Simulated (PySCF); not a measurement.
# Ionisation energy of Er(3+) by level of theory

Er(3+) [Xe] 4f11 [4f5/2^6 4f7/2^5, M_J = 15/2] → Er(4+) [Xe] 4f10 [4f5/2^6 4f7/2^4, M_J = 8], as a difference of total energies. Computed with PySCF 2.14 in x2c-QZVPPall-2c (16s16p12d6f4g1h, 213 functions), with the two-component X2C-1e Hamiltonian. Correlated levels: [Ar] 3d10 frozen; the 34 highest virtual spinors dropped. "Screened" scales the spin-orbit matrix elements by Boettger's factors to mimic the two-electron term; Breit and QED terms are absent.

| method | ionisation energy (eV) | difference from reference (eV) |
| --- | --- | --- |
| GHF (spin-free) | 38.769 | -3.651 |
| GMP2 (spin-free) | 43.385 | +0.965 |
| GHF (screened spin-orbit) | 38.496 | -3.924 |
| GMP2 (screened spin-orbit) | 43.114 | +0.694 |

Reference: 42.42 ± 0.04 eV (semi-empirical (NIST evaluation); NIST Atomic Spectra Database, ionization energies).

The spin-free rows relax to the high-spin LS determinant and lack the spin-orbit shift.

The labels give the starting determinants; with spin-orbit coupling the two ends relaxed to ⟨J²⟩ = 63.76, ⟨L²⟩ = 42.44, ⟨S²⟩ = 3.77 and ⟨J²⟩ = 72.01, ⟨L²⟩ = 43.01, ⟨S²⟩ = 5.83.
